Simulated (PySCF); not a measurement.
CH₁₀O₂Si₃ (SMILES C[SiH2]O[SiH2]O[SiH3]), singlet, at the geometry of the source list; CASCI(4,4)/STO-3G in PySCF.

The PySCF input:
```python
from pyscf import gto, scf, mcscf
import numpy

mol = gto.Mole()
mol.atom = '''
    Si    3.51910000    0.03300000    0.35140000
    O     2.03030000    0.04530000   -0.27700000
    Si    0.69200000    0.15550000   -1.16860000
    O    -0.51400000   -0.51310000   -0.33820000
    Si   -1.94480000   -0.91870000    0.31220000
    C    -2.98780000    0.64670000    0.55460000
    H     4.01620000    1.40820000    0.30930000
    H     3.38120000   -0.46230000    1.71810000
    H     4.33810000   -0.85010000   -0.47840000
    H     0.88010000   -0.63520000   -2.37750000
    H     0.40990000    1.57320000   -1.35800000
    H    -2.57640000   -1.83240000   -0.64290000
    H    -1.63180000   -1.57220000    1.58300000
    H    -2.56120000    1.29530000    1.31550000
    H    -4.00020000    0.40470000    0.86200000
    H    -3.05070000    1.22190000   -0.36540000
'''
mol.basis = 'sto-3g'
mol.verbose = 4
mol.build()

mf = scf.RHF(mol)
mf.kernel()
mc = mcscf.CASCI(mf, 4, 4)
mc.fix_spin_(ss=0.0)
mc.kernel()
occ = numpy.linalg.eigvalsh(mc.fcisolver.make_rdm1(mc.ci, mc.ncas, mc.nelecas))[::-1]
ss = mc.fcisolver.spin_square(mc.ci, mc.ncas, mc.nelecas)[0]
print('natural occupations', occ.round(4), ' <S^2>', round(ss, 4))
```

It wrote (shortened):

```
PySCF version 2.14.0

[INPUT] verbose = 4
[INPUT] num. atoms = 16
[INPUT] num. electrons = 74
[INPUT] charge = 0
[INPUT] spin (= nelec alpha-beta = 2S) = 0
[INPUT] symmetry False subgroup None
[INPUT] Mole.unit = angstrom
[INPUT] Symbol           X                Y                Z      unit          X                Y                Z       unit  Magmom
[...]
nuclear repulsion = 448.505126333089
number of shells = 34
number of NR pGTOs = 156
number of NR cGTOs = 52
basis = sto-3g
ecp = {}

******** <class 'pyscf.scf.hf.RHF'> ********
method = RHF
initial guess = minao
damping factor = 0
level_shift factor = 0
DIIS = <class 'pyscf.scf.diis.CDIIS'>
diis_start_cycle = 1
diis_space = 8
diis_damp = 0
SCF conv_tol = 1e-09
SCF conv_tol_grad = None
SCF max_cycles = 50
direct_scf = True
direct_scf_tol = 1e-13
Set gradient conv threshold to 3.16228e-05
Initial guess from minao.
init E= -1047.84864647064
[...]
cycle= 1 E= -1047.66830252076  delta_E= 0.18  |g|= 0.636  |ddm|= 4.47
[...]
cycle= 2 E= -1047.80586916284  delta_E= -0.138  |g|= 0.204  |ddm|= 1.28
[...]
cycle= 3 E= -1047.81999487187  delta_E= -0.0141  |g|= 0.0299  |ddm|= 0.333
[...]
cycle= 4 E= -1047.8205322254  delta_E= -0.000537  |g|= 0.00434  |ddm|= 0.0748
[...]
cycle= 5 E= -1047.82054288007  delta_E= -1.07e-05  |g|= 0.00122  |ddm|= 0.00983
[...]
cycle= 6 E= -1047.82054377482  delta_E= -8.95e-07  |g|= 0.000112  |ddm|= 0.0034
[...]
cycle= 7 E= -1047.82054378031  delta_E= -5.49e-09  |g|= 2.77e-05  |ddm|= 0.000232
[...]
cycle= 8 E= -1047.82054378065  delta_E= -3.36e-10  |g|= 6.59e-06  |ddm|= 5.33e-05
[...]
Extra cycle  E= -1047.82054378068  delta_E= -3.09e-11  |g|= 2.43e-06  |ddm|= 1.48e-05
converged SCF energy = -1047.82054378068

******** <class 'pyscf.mcscf.casci.CASCI'> ********
CAS (2e+2e, 4o), ncore = 35, nvir = 13
natorb = False
canonicalization = True
sorting_mo_energy = False
******** <class 'pyscf.fci.addons.SpinPenaltyFCISolver'> ********
max. cycles = 200
conv_tol = 1e-08
davidson only = True
linear dependence = 1e-12
level shift = 0.001
max iter space = 12
nroots = 1
pspace_size = 400
spin = None
Density matrix diagonal elements [1.99918111e+00 1.99942651e+00 7.81335890e-04 6.11045535e-04]
CASCI converged
CASCI E = -1047.82131147538  E(CI) = -3.15730012745985  S^2 = 0.0000000
natural occupations [1.9994e+00 1.9992e+00 8.0000e-04 6.0000e-04]  <S^2> 0.0
```
